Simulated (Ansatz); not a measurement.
A structure relaxed at PBE-D4/def2-TZVPD in Ansatz, charge -1, singlet:

Cartesian coordinates in Å:
```
Ga 0.000 0.000 0.000
As -0.058 -2.201 0.564
As 0.058 2.201 -0.564
```

**Question.** Give its formula and point group.

**Answer.** the cluster GaAs₂⁻. Point group D∞h (tolerance 0.1 Å).

**Question.** Summarise the bond lengths by kind (pairs closer than 1.2 times the sum of covalent radii, bridged metal pairs left out).

**Answer.** 2 × As–Ga 2.27 Å.

The restricted singlet is unstable towards broken spin symmetry in Hartree–Fock (as tested in another run); at PBE-D4/def2-TZVPD this wasn't settled. The highest occupied level of the charge -1 singlet lies above zero (up to 0.04 eV). The electron is either unbound and held by the finite basis, or the level is raised by self-interaction error. An occupied level lies above an empty one. Another isomer (singlet) lies 1.65 eV lower at PBE0-D4/def2-TZVPD; other spin states weren't run for this one.
